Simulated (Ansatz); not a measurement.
All numbers were calculated with Ansatz.

Basis-set series for C₄H₁₃N₂OY, SMILES `C[N](C)[Y]([OH])[N](C)C`. Charge 0, multiplicity 1. Y takes the def2 core potential. All single points use the PBE0-D4/def2-TZVP geometry. It is one conformer, not always the lowest.

| atom | x (Å) | y (Å) | z (Å) |
| --- | --- | --- | --- |
| C1 | 1.546 | -0.695 | 1.915 |
| N2 | 1.750 | 0.028 | 0.688 |
| C3 | 3.128 | 0.430 | 0.552 |
| Y4 | 0.283 | 0.508 | -0.820 |
| O5 | 0.854 | 1.547 | -2.470 |
| N6 | -1.778 | -0.090 | -0.594 |
| C7 | -2.378 | -0.823 | 0.489 |
| C8 | -2.760 | 0.237 | -1.597 |
| H9 | 2.161 | -1.609 | 1.970 |
| H10 | 0.501 | -1.006 | 2.025 |
| H11 | 1.799 | -0.093 | 2.803 |
| H12 | 3.455 | 1.086 | 1.377 |
| H13 | 3.817 | -0.431 | 0.543 |
| H14 | 3.287 | 0.982 | -0.382 |
| H15 | 1.104 | 2.036 | -3.247 |
| H16 | -3.178 | -0.252 | 0.990 |
| H17 | -1.638 | -1.078 | 1.256 |
| H18 | -2.833 | -1.770 | 0.153 |
| H19 | -3.579 | 0.858 | -1.195 |
| H20 | -3.231 | -0.661 | -2.031 |
| H21 | -2.308 | 0.796 | -2.425 |

```csv
functional,basis,functions,energy (Eh),HOMO (eV),LUMO (eV)
PBE0-D4,def2-SVP,194,-382.74139,-5.39,-1.16
PBE0-D4,def2-TZVPP,455,-383.13988,-5.53,-1.24
ωB97M-V,def2-SVP,194,-382.88989,-7.65,0.11
ωB97M-V,def2-TZVPP,455,-383.30714,-7.80,-0.04
```

(1) Give the rows for def2-QZVPP. (Best estimate.)

## Answers

(1) The calculation gave: 
```json
{"functional": "PBE0-D4", "basis": "def2-QZVPP", "functions": "870", "energy (Eh)": "-383.16293", "HOMO (eV)": "-5.55", "LUMO (eV)": "-1.25"}
{"functional": "ωB97M-V", "basis": "def2-QZVPP", "functions": "870", "energy (Eh)": "-383.32948", "HOMO (eV)": "-7.82", "LUMO (eV)": "-0.14"}
```
